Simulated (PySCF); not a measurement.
C3H8O2Si, SMILES O(C)[Si@@H](C=C)O.

Geometry: PBE0-D3(BJ)/def2-SVP. The structure was generated by enumeration; whether it is a known compound was not checked. The values are those of a single conformer.

Level of theory: PySCF with PBE0-D3(BJ)/def2-SVP.

Frequencies are harmonic and unscaled.

```tsv
mode	ν (cm⁻¹)	IR (km/mol)	moving atoms (share of kinetic energy)
1	62	2.3	O 41 %, H 31 %, C 24 %
2	79	0.3	H 83 %, C 12 %
3	102	1.6	H 43 %, C 37 %, O 19 %
4	129	2.1	C 50 %, H 26 %, O 12 %, Si 12 %
5	190	0.7	O 39 %, H 31 %, C 28 %
6	247	25.6	H 47 %, C 28 %, O 20 %
7	310	52.2	H 58 %, O 25 %, Si 14 %
8	371	83.3	O 55 %, H 29 %, Si 11 %
9	412	11.6	C 43 %, H 24 %, Si 23 %, O 10 %
10	538	50.0	H 57 %, C 34 %
11	664	29.0	C 42 %, H 26 %, Si 18 %, O 13 %
12	762	14.8	H 43 %, O 35 %, Si 12 %, C 10 %
13	811	73.2	H 64 %, O 19 %, Si 12 %
14	855	251.7	H 60 %, Si 27 %
15	902	89.4	H 79 %, O 15 %
16	917	249.6	Si 42 %, O 31 %, H 25 %
17	1008	26.6	H 81 %, C 15 %
18	1011	26.2	H 72 %, C 28 %
19	1047	16.8	H 93 %
20	1175	142.3	H 42 %, C 30 %, O 28 %
21	1180	0.9	H 76 %, C 19 %
22	1225	193.1	O 36 %, H 35 %, C 27 %
23	1277	4.3	H 71 %, C 28 %
24	1414	23.2	H 85 %, C 15 %
25	1474	5.1	H 96 %
26	1475	2.2	H 89 %, C 9 %
27	1479	11.0	H 95 %
28	1687	13.6	C 87 %, H 13 %
29	2263	144.4	H 97 %
30	3015	73.0	H 97 %
31	3094	36.6	H 90 %, C 10 %
32	3137	26.4	H 91 %, C 9 %
33	3140	12.3	H 95 %
34	3161	4.2	H 92 %, C 8 %
35	3245	3.5	H 89 %, C 11 %
36	3923	87.0	H 94 %
```
